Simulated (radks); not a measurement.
Removal energies from the indium ion In8+, [Kr] 4d(3/2: 4, 5/2: 1), by Delta-SCF beside the eigenvalue of the level emptied. All-electron calculation, Dirac Kohn-Sham, PBE, spin-unpolarised, spherical densities, finite nucleus; Fermi nuclear charge, rms radius of each element as measured or else 0.836 A^(1/3) + 0.57 fm. Program: a radial shooting solver on a logarithmic mesh with Libxc functionals. Sub-shells are occupied by j as written (lower j first in brackets).

removed from                                  final configuration  Delta-SCF (eV)  -eigenvalue (eV)
4d5/2                                     [Kr] 4d(3/2: 4, 5/2: 0)          154.73            143.80
4d3/2                                     [Kr] 4d(3/2: 3, 5/2: 1)          156.01            145.01
4p3/2         [Ar] 3d10 4s2 4p(1/2: 2, 3/2: 3) 4d(3/2: 4, 5/2: 1)          218.95            206.99
4p1/2         [Ar] 3d10 4s2 4p(1/2: 1, 3/2: 4) 4d(3/2: 4, 5/2: 1)          226.65            214.44
